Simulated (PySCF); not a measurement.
InHF₂, SMILES [F][InH][F]. Atoms are numbered in the order given.

```xyz
4

In     0.0000     0.0000    -0.2850
H      0.0000     0.0000    -1.9784
F      0.0000    -1.5714     0.8858
F      0.0000     1.5714     0.8858
```
Charge 0, spin multiplicity 1.

Coordinates come from a PBE-D3(BJ)/def2-TZVP optimisation. The def2 effective core potentials stand for the cores of In; spin–orbit coupling is left out.

These are PBE-D3(BJ)/def2-TZVP run with PySCF values and carry that method's errors.

Frequencies are harmonic and unscaled.

```tsv
mode	ν (cm⁻¹)	IR (km/mol)	moving atoms (share of kinetic energy)
1	144	21.4	F 86 %, In 14 %
2	370	95.9	H 92 %
3	384	46.4	H 90 %
4	575	45.0	F 89 %, In 11 %
5	576	59.1	F 80 %, In 15 %
6	1859	43.3	H 99 %
```
